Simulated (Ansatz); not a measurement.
Breaking the Si2–H4 bond in Cl2H2Si (SMILES Cl[SiH2]Cl) (multiplicity 1 held, fragments rigid). Energies count from the point at 1.470 Å.
Geometry at that point (charge 0, multiplicity 1):
| atom | x (Å) | y (Å) | z (Å) |
|---|---|---|---|
| Cl | -1.6761 | 0.4337 | -0.0037 |
| Si | -0.0115 | -0.7660 | 0.0237 |
| Cl | 1.6883 | 0.3828 | -0.0216 |
| H | -0.0165 | -1.5412 | 1.2727 |
| H | -0.0307 | -1.6168 | -1.1749 |

Signs of static correlation in cc-pV(T+d)Z, with CASSCF(2,2), from Ansatz (an electronic-structure program) runs.

| R (Å) | T1 of restricted CCSD | ⟨S²⟩ of UHF | largest double amplitude of restricted CCSD | weight of the CASSCF reference in MRCISD | CASSCF natural occupations |
|---|---|---|---|---|---|
| 1.176 | 0.008 | 0.000 | 0.020 | 0.863 | 1.99 0.01 |
| 1.323 | 0.008 | 0.000 | 0.020 | 0.863 | 1.99 0.01 |
| 1.470 | 0.009 | 0.000 | 0.021 | 0.863 | 1.98 0.02 |
| 1.617 | 0.009 | 0.000 | 0.024 | 0.862 | 1.97 0.03 |
| 1.764 | 0.009 | 0.000 | 0.043 | 0.862 | 1.96 0.04 |
| 1.985 | 0.010 | 0.000 | 0.089 | 0.862 | 1.93 0.07 |
| 2.205 | 0.012 | 0.197 | 0.143 | 0.862 | 1.89 0.11 |
| 2.573 | ___ | 0.707 | 0.250 | 0.863 | 1.77 0.23 |
| 2.940 | 0.027 | 0.893 | 0.376 | 0.863 | 1.60 0.40 |
| 3.381 | 0.040 | 0.971 | 0.538 | 0.863 | 1.38 0.62 |
| 3.969 | 0.053 | 0.998 | ___ | 0.863 | 1.18 0.82 |
| 4.704 | 0.060 | 1.004 | 0.845 | 0.863 | 1.07 0.93 |

Task: Fill in the missing entries.

Result: 
- 2.573, T1 of restricted CCSD: 0.018
- 3.969, largest double amplitude of restricted CCSD: 0.718

Doubts at one or more of the structures used: a restricted determinant that unrestricted orbitals would lower (R-CCSD(T)/cc-pV(T+d)Z); other coupled-cluster roots lie near (R-CCSD(T)/cc-pV(T+d)Z); T1 above 0.05 (R-CCSD(T)/cc-pV(T+d)Z, U-CCSD(T)/cc-pV(T+d)Z); a spin-contaminated determinant (U-CCSD(T)/cc-pV(T+d)Z).
